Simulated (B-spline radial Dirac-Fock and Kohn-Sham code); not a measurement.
A summary of the ionisation energies of krypton (Z = 36) against charge, from Dirac-Fock (average of configuration) total-energy differences with a finite nucleus, the Breit interaction including its frequency dependence, and self-energy and vacuum-polarisation corrections and from the NIST table. The largest relative steps of the computed values, from charge +5 on, come at Kr⁶⁺ (30 electrons left, 76.83 to 107.0 eV); Kr⁸⁺ (28 electrons left, 124.6 to 231.9 eV); Kr²⁶⁺ (10 electrons left, 1204.5 to 2943.3 eV); Kr³⁴⁺ (2 electrons left, 4108.9 to 17294.7 eV). The median of |NIST − computed| / NIST over the 36 ions is 0.65 %.

```tsv
charge	computed (eV)	NIST (eV)
0	13.24	13.99961
2	36.07	35.838
4	62.48	64.69
6	107.0	109.13
8	231.9	233
10	310.2	308
12	395.6	391
14	487.8	492
16	586.7	591
18	788.0	785.316
20	886.7	882.8
22	988.9	999
24	1149.8	1155
26	2943.3	2928.9
28	3243.0	3228
30	3554.4	3584
32	3963.5	3971
34	17294.7	17296.42
```
